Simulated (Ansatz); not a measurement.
CH4AlPS2. The species carries charge 0 and has multiplicity 1. The bonds changed during the relaxation, so this is another structure than the one it started from.

Z-matrix (Å, degrees):
```
P
Al 1 2.457
S 1 2.097 2 57.4
H 1 1.412 2 130.7 3 -82.9
H 1 1.411 2 129.0 3 83.8
S 2 2.123 1 133.1 3 -135.9
C 2 1.906 1 131.7 3 144.4
H 7 1.087 2 122.7 1 19.2
H 7 1.087 2 122.5 1 -138.4
```

Question: List the harmonic frequencies (cm⁻¹, unscaled) at PBE0-D4/def2-TZVP in Ansatz. (An estimate is asked.)

Answer: Ansatz gave: 79, 115, 132, 189, 320, 344, 505, 533, 568, 643, 754, 757, 789, 956, 993, 1107, 1414, 2436, 2456, 3110, 3185.

Question: Is this a minimum?

Answer: Yes, all 21 modes are real.

Question: Give the ideal-gas thermochemistry at 298.15 K and 1 bar (rigid rotor, harmonic oscillator; point group C1, symmetry number 1).

Answer: Zero-point energy 127.9 kJ/mol; H(298) − E = 149.9 kJ/mol; entropy 364.8 J/(mol·K), of which translation 170.3, rotation 119.7, vibration 74.8; G(298) − E = 41.2 kJ/mol. Modes under 100 cm⁻¹ are hindered rotations or soft bends, so the harmonic entropy is rough.

Question: And at 400, 500, 600, 800 and 1000 K?

Answer: 
```json
{"T (K)": "400", "H − E (kJ/mol)": "162.2", "S (J/mol/K)": "400.1", "G − E (kJ/mol)": "2.2"}
{"T (K)": "500", "H − E (kJ/mol)": "175.8", "S (J/mol/K)": "430.3", "G − E (kJ/mol)": "-39.4"}
{"T (K)": "600", "H − E (kJ/mol)": "190.4", "S (J/mol/K)": "457.0", "G − E (kJ/mol)": "-83.8"}
{"T (K)": "800", "H − E (kJ/mol)": "222.0", "S (J/mol/K)": "502.3", "G − E (kJ/mol)": "-179.9"}
{"T (K)": "1000", "H − E (kJ/mol)": "255.8", "S (J/mol/K)": "540.0", "G − E (kJ/mol)": "-284.2"}
```

Question: Rotational constants (cm⁻¹)?

Answer: 0.1439, 0.0363, 0.03374.
